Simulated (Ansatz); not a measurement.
Two isomers of C2H4FIn: A = `C=[CH][InH][F]`, B = `C=[C](F)[InH2]`.

Computed with Ansatz on PBE0-D4/def2-TZVP structures; ΔE is electronic, products minus reactants. CCSD(T)/CBS adds triple-zeta CCSD(T) − MP2 to the extrapolated MP2 energy (def2 sets, frozen cores). Functionals use def2-TZVPP. Elements past krypton have def2 core potentials. For In outer-core shells are correlated without core-valence functions, which leaves a few kJ/mol of doubt a bond. One conformer a species, not always the lowest.

Task: Which is lower in electronic energy at CCSD(T)/CBS, and by how much? (Best estimate.)

Result: Computed: A, by 38.7 kcal/mol.

Task: Give E(B) − E(A) in kcal/mol with CCSD(T)/def2-TZVPP, r2SCAN-D4, B2PLYP, CCSD(T)/def2-SVP, PBE-D4, MP2/def2-TZVPP, CCSD/def2-TZVPP. (Best estimate.)

Result: Computed: CCSD(T)/def2-TZVPP 35.9, r2SCAN-D4 35.2, B2PLYP 36.9, CCSD(T)/def2-SVP 33.8, PBE-D4 33.7, MP2/def2-TZVPP 38.6, CCSD/def2-TZVPP 35.9. None reverses the order clearly.

Task: Does the order hold for the free energy at 298.15 K (harmonic terms from PBE0-D4)? (An estimate is asked.)

Result: The calculation gave: Yes: G(B) − G(A) = +36.2 kcal/mol, for one conformer each.

Largest T1 diagnostic: 0.015.

Leaving LDA and LC-ωPBE aside and taking each functional with its dispersion term where it has one, the values spread over 3.2 kcal/mol, from PBE-D4 to B2PLYP. LDA lies −3.7 kcal/mol from PBE without D4. At CCSD(T), def2-SVP lies −4.9 kcal/mol from the extrapolated value and def2-TZVPP −2.8 kcal/mol.
